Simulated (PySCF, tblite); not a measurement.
Isomers of C4H4FPS, one GFN2-xTB conformer each. Single-point energies are computed at PBE0/pcSseg-1 (PySCF, gas phase, no added dispersion term), electronic only.

```csv
SMILES,GFN2-xTB relative energy (kJ/mol)
Cc1cpc(F)s1,4.0
Cc1pc(F)cs1,0.0
Cc1pcc(F)s1,2.9
```

What does PBE0/pcSseg-1 give for the same structures?

| SMILES | PBE0/pcSseg-1 E (Eh) | PBE0/pcSseg-1 (kJ/mol) | GFN2-xTB (kJ/mol) | point group |
| --- | --- | --- | --- | --- |
| Cc1pc(F)cs1 | -993.59041 | 0.0 | 0.0 | Cs |
| Cc1pcc(F)s1 | -993.59021 | 0.5 | 2.9 | Cs |
| Cc1cpc(F)s1 | -993.58569 | 12.4 | 4.0 | Cs |

Both levels put the same isomer lowest; measured from each level's own lowest isomer, the values differ by up to 8.4 kJ/mol (Cc1cpc(F)s1: 4.0 against 12.4). Neighbours under 10 kJ/mol apart (Cc1pc(F)cs1 and Cc1pcc(F)s1) can change places with a better method, another conformer or zero-point energy.

Which frontier levels, dipoles and rotational constants go with these structures?

| SMILES | HOMO (eV, PBE0/pcSseg-1) | LUMO (eV) | dipole (D) | A, B, C (MHz) |
| --- | --- | --- | --- | --- |
| Cc1pc(F)cs1 | -7.06 | -1.53 | 2.40 | 3198, 1606, 1076 |
| Cc1pcc(F)s1 | -6.76 | -1.45 | 1.37 | 3165, 1624, 1080 |
| Cc1cpc(F)s1 | -6.73 | -1.35 | 2.97 | 3144, 1637, 1084 |

What happens when harmonic zero-point energies from GFN2-xTB frequencies are added?

```tsv
SMILES	ZPE (kJ/mol)	electronic (kJ/mol)	with ZPE (kJ/mol)
Cc1pc(F)cs1	181.1	0.0	0.0
Cc1pcc(F)s1	181.2	0.5	0.6
Cc1cpc(F)s1	181.5	12.4	12.7
```

The zero-point energies span 0.4 kJ/mol. The order is unchanged.
